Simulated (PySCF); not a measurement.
## Energy of Hf (hafnium, neutral) between two integer charges

The 5d alpha orbital of [Xe] 4f14 5d2 6s2 is emptied in steps (occupation f), with all orbitals relaxed, ending at [Xe] 4f14 5d1 6s2. Computed with PySCF 2.14 in aug-cc-pVTZ-PP with ECP60MDF (6s6p5d3f2g, 88 functions), with a scalar-relativistic core potential. The exact energy is a straight line in f; departures are measured from the line between the end points of the same method.

| f | TPSS (eV) |
| --- | --- |
| 1 | 0.000 |
| 0.8 | -0.566 |
| 0.6 | -0.857 |
| 0.4 | -0.863 |
| 0.2 | -0.579 |
| 0 | 0.000 |

**Question.** For TPSS, how does the orbital energy at f = 1 compare with the removal energy?

**Answer.** −ε = 3.618 eV against a total-energy difference of 7.117 eV. By Janak's theorem ε = ∂E/∂f, so the gap between them reflects the curvature. Along the path −ε is 4.966 (f = 0.8), 6.367 (f = 0.6), 7.809 (f = 0.4), 9.274 (f = 0.2) eV.

Reference removal energy between the ground levels: 6.825 eV (measured; NIST Atomic Spectra Database, ionization energies). The calculation has no spin-orbit coupling.
